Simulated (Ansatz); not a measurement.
`C[Se][InH2]` + `CS[Si]S` → `CS[Si]SC` + `[SeH][InH2]`  (substitution at a C–Se bond)

Calculated with Ansatz (gas phase, PBE0-D4/def2-TZVP geometries, no zero-point term in ΔE). CCSD(T)/CBS is the MP2 limit (def2-TZVPP, def2-QZVPP) plus CCSD(T) − MP2 in def2-TZVPP, frozen cores. This one scheme is used for every species. DFT in def2-TZVPP. B3LYP here is the variant with VWN-RPA as its local correlation; programs differ in this. Elements past krypton have def2 core potentials. For In, Se outer-core shells are correlated without core-valence functions, which leaves a few kJ/mol of doubt a bond. Scalar relativity is left out up to krypton. Each species was taken in one conformer, which may not be the lowest.

```tsv
level	ΔE (kcal/mol)	difference from CCSD(T)/CBS
PBE0-D4	5.2	-0.4
ωB97X-V	5.6	0.0
ωB97M-V	5.5	-0.1
PBE	5.8	0.2
r2SCAN	5.3	-0.3
PBE0	6.0	0.4
B3LYP	6.2	0.6
MP2/def2-TZVPP	6.3	0.7
CCSD/def2-TZVPP	6.2	0.6
CCSD(T)/def2-TZVPP	5.8	0.2
HF/def2-QZVPP	6.8	1.2
MP2/def2-QZVPP	6.1	0.5
SCS-MP2/def2-QZVPP	6.3	0.7
HF/CBS(def2)	6.8	1.2
MP2/CBS(def2)	6.0	0.4
CCSD/CBS(def2)	6.0	0.4
CCSD(T)/CBS	5.6	0
```

Largest T1 diagnostic among the species: 0.015.

The D4 term adds −1.4 kcal/mol with B3LYP and −0.9 kcal/mol with PBE0; it sums over pairs of atoms, weighted by their polarisabilities, and B3LYP, whose exchange is more repulsive, gets the larger term.
